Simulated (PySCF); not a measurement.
Molecule: SMILES O=C(O)CC(F)(F)F, C₃H₃F₃O₂.

Mapped SMILES: `[O:1]=[C:2]([OH:3])[CH2:4][C:5]([F:6])([F:7])[F:8]`; H(Xn) means a hydrogen on atom n.

Geometry PBE0-D3(BJ)/def2-SVP throughout; GIAO in PySCF 2.14, gas phase, one conformer, non-relativistic; equivalent atoms averaged; basis pcSseg-1.

For orientation, BP86 gives these shifts δ (against H2O, TMS, CFCl3 at the same level): O1 457.6, O3 225.7, C2 164.1, C5 134.3, C4 43.5, F6/F7/F8 -91.9, H(O3) 5.80, H(C4) 2.86 ppm.

A run gave: O1 465.8, O3 216.0, C2 167.8, C5 128.8, C4 42.3, F6/F7/F8 -75.5, H(O3) 5.99, H(C4) 2.84 ppm (shifts δ (against H2O, TMS, CFCl3 at the same level)).

Task: Which functional was used in that run?
A. KT3
B. B97-D
C. LC-wPBE
D. PBE0

Result: D. C2 tells them apart best: PBE0 gives 167.8, B97-D gives 160.5, LC-wPBE gives 172.6, KT3 gives 154.7 ppm.
